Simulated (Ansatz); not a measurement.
Input file for Ansatz (a program for electronic structure): R-CCSD(T)/cc-pV(T+d)Z on AlH5N2O (SMILES [NH2][Al]([NH2])[OH]), a point of a torsion scan. Files ending in .json are basis or fitting sets from the Basis Set Exchange.

Ansatz 0.2 input:
```yaml
crystal:
  periodic: [false, false, false]
  atoms:
    - {symbol: N, position_ang: [1.24721418, -1.23657177, -0.00591305]}
    - {symbol: Al, position_ang: [0.13562682, -0.12628427, -0.85348375]}
    - {symbol: N, position_ang: [0.78988134, 1.18759372, -1.86124663]}
    - {symbol: O, position_ang: [-1.49030123, -0.31276711, -0.69475437]}
    - {symbol: H, position_ang: [2.16752431, -0.97242919, 0.30920039]}
    - {symbol: H, position_ang: [0.91775755, -2.00903452, 0.55610201]}
    - {symbol: H, position_ang: [1.76827490, 1.32773569, -2.05573491]}
    - {symbol: H, position_ang: [0.23922383, 1.83984795, -2.39910259]}
    - {symbol: H, position_ang: [-2.43064002, -0.38671977, -0.65093574]}
basis:
  gaussian:
    orbitals: cc-pV_T+d_Z.json
magnetization: {spin_polarized: false}
correlation: {method: ccsd_t, electrons: outside_noble_gas}
scf: {lower_state_search: off}
```

**Question.** What total energy does the run end on?

**Answer.** -429.6200 hartree (reference determinant -428.8199, T1 diagnostic 0.010).

**Question.** How many basis functions does it have, and what does it roughly cost on one machine?

**Answer.** 199 functions; around 100 core-seconds (rough).
